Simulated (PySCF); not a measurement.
Ge(NH2)(SH), SMILES [SH][Ge][NH2] (H₃GeNS), CAM-B3LYP/def2-SVP optimised geometry.

```
6

Ge    -0.64    -0.57     0.00
N     -0.81     1.23     0.00
H     -1.72     1.67     0.00
H     -0.05     1.92     0.00
S      1.62    -0.57     0.00
H      1.72    -1.92     0.00
```

Density from PySCF with CAM-B3LYP/def2-TZVP at that geometry.

Minimum of the electron density along straight lines between bonded atoms, close to the bond critical point (lines longer than 1.1 times the sum of covalent radii, or with two minima, are not listed):

```tsv
bond	length / Å	ρ at the minimum / e bohr⁻³	∇²ρ there / e bohr⁻⁵	position (fraction from the first atom)
Ge1–N2	1.812	0.142	0.53	0.47
N2–H3	1.015	0.332	-1.62	0.74
N2–H4	1.016	0.330	-1.62	0.74
Ge1–S5	2.261	0.095	0.06	0.43
S5–H6	1.348	0.212	-0.60	0.64
```
